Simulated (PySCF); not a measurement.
H6OSeSi2.
Numbering: `[OH:1][SiH2:2][Se:3][SiH3:4]` (hydrogens: H5 on O1; H6, H7 on Si2; H8, H9, H10 on Si4)

Level of theory: PySCF, PBE0-D3(BJ)/def2-SVP geometry optimisation, gas phase.

What internal coordinates does the optimisation give?

```tsv
bond	length (bohr)	order
O1–Si2	3.136	single
Si2–Se3	4.327	single
Se3–Si4	4.317	single
O1–H5	1.818	single
Si2–H6	2.803	single
Si2–H7	2.826	single
Si4–H8, Si4–H9, Si4–H10	2.821	single
```

Bonds in one row agree within 0.02 bohr and their mean is given. Orders are formal, as drawn. A selection of angles:
```tsv
angle	degrees
Si2–O1–H5	116.9
O1–Si2–Se3	112.5
O1–Si2–H6	106.0
O1–Si2–H7	111.8
Se3–Si2–H6	108.0
H6–Si2–H7	111.4
Si2–Se3–Si4	94.4
Se3–Si4–H8	106.9
Se3–Si4–H9	111.5
Se3–Si4–H10	110.3
H8–Si4–H9	110.0
```

Torsions: O1–Si2–Se3–Si4 97° (anticlinal); H5–O1–Si2–Se3 -53° (synclinal). The mirror-image conformer, all signs reversed, is as good.

Si2 (oxygen-bound silicon) is distorted tetrahedral (angles from 106.0° to 112.5°). Si4 (SiH3 silicon) is tetrahedral (angles from 106.9° to 111.5°). Se3 (selenium bonded to 2 Si) is bent (angle 94.4°).

Point group: C1 (no symmetry element, even within 0.4 Å). Whether it is a minimum is left open (no frequencies). The numbers are those of one conformer (H–O1–Si2–Se3 -53°, O1–Si2–Se3–Si4 97°).

On an Arm Neoverse V2 with one thread, no GPU, on a shared host, this took 2.2 min of wall time and 0.47 GiB of memory at its peak. That covers the optimisation of the geometry.
